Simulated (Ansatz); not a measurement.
Input file for CH₆BGaSe (`[BH2][GaH][Se]C`):

```yaml
crystal:
  periodic: [false, false, false]
  atoms:
    - {symbol: B, position_ang: [-1.585073, 2.215990, 0.973505]}
    - {symbol: Ga, position_ang: [-0.568219, 0.791105, -0.132617]}
    - {symbol: Se, position_ang: [0.620223, -0.845851, 1.005666]}
    - {symbol: C, position_ang: [1.346131, -1.879029, -0.494739]}
    - {symbol: H, position_ang: [-2.719123, 2.051650, 1.318798]}
    - {symbol: H, position_ang: [-1.066937, 3.242831, 1.304378]}
    - {symbol: H, position_ang: [-0.467762, 0.632636, -1.693359]}
    - {symbol: H, position_ang: [0.972265, -2.898474, -0.423127]}
    - {symbol: H, position_ang: [1.036694, -1.434612, -1.438010]}
    - {symbol: H, position_ang: [2.431802, -1.876247, -0.420505]}
basis:
  gaussian: {orbitals: def2-SVP}
correlation: {method: ccsd_t}
```

```sh
$ ansatz run in.yaml --threads 4 --pin off --events-out ev --progress --plain --max-ram 10444MiB
```

Output of Ansatz, abridged:

```
Functional definition: HF
1233 factors; integrals over basis functions are off by at most 1.4e-3 eV
mean field evaluation 1: about -119416.5342 eV, gradient 2.0e1 eV
mean field evaluation 2: about -119416.5680 eV, gradient 2.0e1 eV
mean field evaluation 4: about -119418.1231 eV, gradient 3.5e0 eV
mean field evaluation 8: about -119418.1530 eV, gradient 1.4e-4 eV
mean field -119418.15301021 eV, -4388.5361785937 hartree, gradient 2.8e-6 eV, S^2 0.000000; 0 other end points of the search recorded, 0 dependent functions left out
20 core orbitals not correlated: weight in the atoms' cores, before any rotation towards them, 1.000 or more for the frozen orbitals, at most 0.000 for the correlated occupied ones
reference -119418.15301021 eV, -4388.5361785937 hartree; 21, 21 occupied and 81, 81 virtual orbitals, 1233 factors
second order -18.33896026 eV of doubles, -0.00000000 eV of singles
cycle   1  -18.50741152 eV  change   -1.7e-1 eV  update   1.1e-1
cycle   2  -19.14585117 eV  change   -6.4e-1 eV  update   3.4e-2
cycle   3  -19.24428511 eV  change   -9.8e-2 eV  update   1.8e-2
cycle   4  -19.23249959 eV  change    1.2e-2 eV  update   5.5e-3
cycle   5  -19.23281533 eV  change   -3.2e-4 eV  update   2.5e-3
cycle   6  -19.23252432 eV  change    2.9e-4 eV  update   8.8e-4
cycle   7  -19.23202960 eV  change    4.9e-4 eV  update   3.2e-4
cycle   8  -19.23203726 eV  change   -7.7e-6 eV  update   1.1e-4
cycle   9  -19.23208506 eV  change   -4.8e-5 eV  update   4.3e-5
perturbative correction -0.58804905 eV, -0.0216104042 hartree
Total energy: -119437.97314432 eV, -4389.2645550879 hartree
```

Hardware: 4 threads of an Intel Xeon Platinum 8488C on a shared host. Wall time 7 s, peak host memory 0.69 GiB.

MP2 recovers 92.5 % of the CCSD(T) correlation energy and the triples give 3.0 %; T1 = 0.0116.
